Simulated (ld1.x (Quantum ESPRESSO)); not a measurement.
# What the settings do to the TM potential of platinum

Base potential:

| Property | Result |
| --- | --- |
| Element | platinum (Pt) |
| Generator | ld1.x (Quantum ESPRESSO) 7.5 |
| Type | norm-conserving Troullier–Martins (Kleinman–Bylander form) |
| Functional | PBE |
| Relativity | non-relativistic |
| Frozen core | [Xe] 4f14 |
| Valence charge | 10 |
| Reference configuration | 5d9 6s0.75 6p0 (charge +0.25) |
| Partial waves | 6p (bound, empty): rc 3.45 bohr; 5d (bound): rc 1.30 bohr; 6s (bound): rc 2.80 bohr |
| Local potential | the s channel |
| Core correction | Bessel-smoothed model core, default radius (core density twice the valence density) |

All-electron outer shells of the reference configuration (PBE, non-relativistic, ld1.x):

```json
{"shell": "5p", "level (eV)": "-52.82", "outermost node (bohr)": "0.55", "outermost maximum (bohr)": "1.02"}
{"shell": "5d", "level (eV)": "-8.99", "outermost node (bohr)": "0.58", "outermost maximum (bohr)": "1.24"}
{"shell": "6s", "level (eV)": "-5.60", "outermost node (bohr)": "1.27", "outermost maximum (bohr)": "2.70"}
{"shell": "6p", "level (eV)": "-2.07", "outermost node (bohr)": "1.42", "outermost maximum (bohr)": "3.69"}
```

Cutoffs, loose and tight: the cutoffs (Ry, on a coarse ladder) from which the occupation-weighted sum of valence levels, in a spherical-Bessel basis at the reference potential, stays within 10 and 1 mRy of its value at 400 Ry. They do not see the model core or the augmentation charge, which bear on the density cutoff. Test errors are all-electron minus pseudo excitation energies from the reference, over the configurations 5d9 6s1 6p0; 5d9 6s0 6p0; 5d8 6s0 6p0; 5d8 6s1 6p0; 5d9.5 6s0.5 6p0; 5d9 6s0.5 6p0; 5d8 6s1 6p1. A dash means not determined; rows that change the core or the reference have their own tests. The largest error is taken over the tests solved by every variant that gives reliable tests at all: 5d8 6s0 6p0; 5d8 6s1 6p1; 5d9 6s0 6p0; 5d9 6s0.5 6p0; 5d9.5 6s0.5 6p0.

```csv
change,outcome,"cutoff, loose","cutoff, tight",bound ghosts,largest test error (meV)
base,generated,60 Ry,80 Ry,none,-134
"all radii but the core radius scaled by about 0.74 (s 2.08, p 2.56, d 0.96 bohr)",generated,200 Ry,over 300 Ry,none,-117
"all radii but the core radius scaled by about 0.84 (s 2.36, p 2.90, d 1.10 bohr)",generated,120 Ry,230 Ry,none,-138
"all radii but the core radius scaled by about 0.91 (s 2.56, p 3.14, d 1.18 bohr)",generated,40 Ry,110 Ry,none,-140
"all radii but the core radius scaled by about 0.95 (s 2.66, p 3.28, d 1.24 bohr)",generated,45 Ry,80 Ry,none,-138
"all radii but the core radius scaled by about 1.04 (s 2.92, p 3.60, d 1.36 bohr)",generated,55 Ry,80 Ry,none,-127
"all radii but the core radius scaled by about 1.10 (s 3.08, p 3.78, d 1.42 bohr)",generated,55 Ry,80 Ry,none,-132
"all radii but the core radius scaled by about 1.18 (s 3.30, p 4.06, d 1.52 bohr)",generated,40 Ry,70 Ry,none,-151
"all radii but the core radius scaled by about 1.23 (s 3.44, p 4.24, d 1.60 bohr)",generated,40 Ry,70 Ry,none,-169
"all radii but the core radius scaled by about 1.31 (s 3.68, p 4.52, d 1.70 bohr)",generated,40 Ry,60 Ry,none,-193
"all radii but the core radius scaled by about 1.40 (s 3.92, p 4.82, d 1.82 bohr)",generated,40 Ry,50 Ry,none,-240
```

Reading the sweep of the scale of all radii but the core radius (base = 1) (base included, trends over the rows without a ghost): The loose cutoff is not monotonic: lowest 40 Ry at 0.91, highest 200 Ry at 0.74. The median size of the test errors (rows with all tests solved) is not monotonic: lowest 11.2 meV at 1.31, highest 20.4 meV at 0.91.
